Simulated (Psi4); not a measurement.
Two rigid molecules brought together: HBr ··· H4O4Si (SMILES Br and O[Si](O)(O)O). Monomers: optimised at B3LYP-D3(BJ) (def2-TZVP), held rigid. Orientation: a random orientation, not optimised. The monomers approach along the line of their centres of mass (distance R); nothing else relaxes.

Geometry at R = 4.92 Å (first 2 atoms: monomer A):
```
11

Br     0.7124     0.0000     0.0000
H     -0.7124     0.0000     0.0000
O     -2.0801     0.1480     2.5961
Si    -1.8411     0.3602     4.1999
O     -2.1391    -1.0837     4.9077
O     -0.3183     0.9324     4.3690
O     -2.8268     1.4441     4.9268
H     -1.6897     0.7958     2.0041
H     -1.8650    -1.8714     4.4316
H     -0.1031     1.3709     5.1960
H     -3.7063     1.1442     5.1697
```

Calculation: SAPT0/jun-cc-pVDZ, frozen core run with Psi4.

Components in kJ/mol:

```
R / Å  electrostatics  exchange  induction  dispersion  total
-----  --------------  --------  ---------  ----------  -----
4.29            -5.86     38.01      -5.83      -10.25  16.08
4.48            -1.51     20.17      -3.16       -7.13   8.37
4.71             0.81      9.31      -1.54       -4.70   3.88
4.92             1.54      4.58      -0.82       -3.28   2.01
5.14             1.68      2.16      -0.44       -2.29   1.11
5.30             1.62      1.25      -0.29       -1.79   0.79
5.61             1.36      0.43      -0.14       -1.13   0.51
5.90             1.10      0.16      -0.08       -0.76   0.42
6.40             0.75      0.03      -0.03       -0.41   0.34
7.13             0.44      0.00      -0.01       -0.19   0.24
8.12             0.22      0.00       0.00       -0.08   0.14
9.42             0.10      0.00       0.00       -0.03   0.07
```
